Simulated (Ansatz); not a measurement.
```yaml
crystal:
  periodic: [false, false, false]
  atoms:
    - {symbol: Si, position_ang: [-1.392124, 0.971898, 0.041430]}
    - {symbol: Si, position_ang: [-0.071225, -0.443481, 1.372905]}
    - {symbol: S, position_ang: [1.987484, -0.503831, 0.772142]}
    - {symbol: Ga, position_ang: [1.780333, -0.677682, -1.411617]}
    - {symbol: H, position_ang: [-2.120231, 0.217411, -1.011426]}
    - {symbol: H, position_ang: [-2.391773, 1.667247, 0.898169]}
    - {symbol: H, position_ang: [-0.527591, 1.993499, -0.610381]}
    - {symbol: H, position_ang: [-0.649719, -1.815326, 1.388250]}
    - {symbol: H, position_ang: [-0.063827, 0.059614, 2.772704]}
    - {symbol: H, position_ang: [3.114814, -0.785796, -2.208167]}
    - {symbol: H, position_ang: [0.333868, -0.683543, -2.004010]}
basis:
  gaussian: {orbitals: "6-31G*"}
total_charge: 1
magnetization: {spin_polarized: true, initial_magnetization: 1}
hamiltonian: {xc: {name: SVWN5}, pseudopotentials: {relativity: scalar}}
output: {forces: true}
```

```sh
$ ansatz run in.yaml --threads 4 --pin off --events-out ev --progress --plain --max-ram 10444MiB
```

Output, abridged:

```
Functional definition: SVWN5
1330 factors; their error is unknown
mean field evaluation 1: about -79343.1571 eV, gradient 3.3e1 eV
mean field evaluation 2: about -79276.0981 eV, gradient 9.6e1 eV
mean field evaluation 4: about -79347.7804 eV, gradient 2.0e1 eV
mean field evaluation 8: about -79351.3111 eV, gradient 4.1e-1 eV
mean field evaluation 16: about -79351.2291 eV, gradient 3.8e-4 eV
mean field -79351.22909730 eV, -2916.1038831310 hartree, gradient 4.6e-6 eV, S^2 0.751467; 8 other end points of the search recorded, 0 dependent functions left out
reference -79351.22914526 eV, -2916.1038848932 hartree; 41, 40 occupied and 65, 66 virtual orbitals, 1330 factors
Total energy: -79351.22914526 eV, -2916.1038848932 hartree
Relativity: scalar
Atom 0 at    -1.392124     0.971898     0.041430 Å, force    -0.562388     0.682819    -0.955999 eV/Å
Atom 1 at    -0.071225    -0.443481     1.372905 Å, force     0.505995    -0.066053     0.883269 eV/Å
Atom 2 at     1.987484    -0.503831     0.772142 Å, force    -0.174621     0.263115     0.935520 eV/Å
Atom 3 at     1.780333    -0.677682    -1.411617 Å, force    -0.040295    -0.381564    -1.667676 eV/Å
Atom 4 at    -2.120231     0.217411    -1.011426 Å, force     0.088282    -0.361867    -0.051463 eV/Å
Atom 5 at    -2.391773     1.667247     0.898169 Å, force     0.059946    -0.101335     0.499827 eV/Å
Atom 6 at    -0.527591     1.993499    -0.610381 Å, force     0.294510     0.003096     0.038413 eV/Å
Atom 7 at    -0.649719    -1.815326     1.388250 Å, force    -0.164828    -0.323473    -0.397550 eV/Å
Atom 8 at    -0.063827     0.059614     2.772704 Å, force     0.044345     0.122642     0.085442 eV/Å
Atom 9 at     3.114814    -0.785796    -2.208167 Å, force    -0.077745     0.083716     0.314793 eV/Å
Atom 10 at     0.333868    -0.683543    -2.004010 Å, force     0.026800     0.078904     0.315424 eV/Å
Dipole moment:    -0.462103     0.033196     0.244823 e Å
```

Run time 1.1 s (4 threads of an AMD EPYC 9R45 on a shared host); peak host memory 0.49 GiB.
